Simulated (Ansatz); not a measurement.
Two isomers of C6H13NO: A = `CCCC(=O)N(C)C`, B = `CCCCNC(C)=O`.

Calculated with Ansatz (gas phase, PBE0-D4/def2-TZVP geometries, no zero-point term in ΔE). CBS: MP2 limit from def2 TZ/QZ plus the TZ coupled-cluster correction, frozen cores. DFT in def2-TZVPP. Each species was taken in one conformer, which may not be the lowest.

Which isomer does CCSD(T)/CBS put lower? Give the gap. (Estimate.)

The calculation gave: B, by 9.2 kcal/mol.

Give E(B) − E(A) in kcal/mol with PBE-D4, CCSD(T)/def2-SVP, r2SCAN-D4, B2PLYP, MP2/def2-TZVPP, BLYP-D4, CCSD/def2-TZVPP. (An estimate is asked.)

Computed: PBE-D4 -8.2, CCSD(T)/def2-SVP -7.0, r2SCAN-D4 -8.7, B2PLYP -9.2, MP2/def2-TZVPP -8.8, BLYP-D4 -8.0, CCSD/def2-TZVPP -9.3. None reverses the order clearly.

Largest T1 diagnostic: 0.012.

At CCSD(T), def2-SVP lies +2.2 kcal/mol from the extrapolated value and def2-TZVPP +0.5 kcal/mol. The D4 term adds +1.0 kcal/mol with B3LYP and +0.6 kcal/mol with PBE0; it sums over pairs of atoms, weighted by their polarisabilities, and B3LYP, whose exchange is more repulsive, gets the larger term.

B3LYP here is the variant with VWN-RPA as its local correlation; programs differ in this.
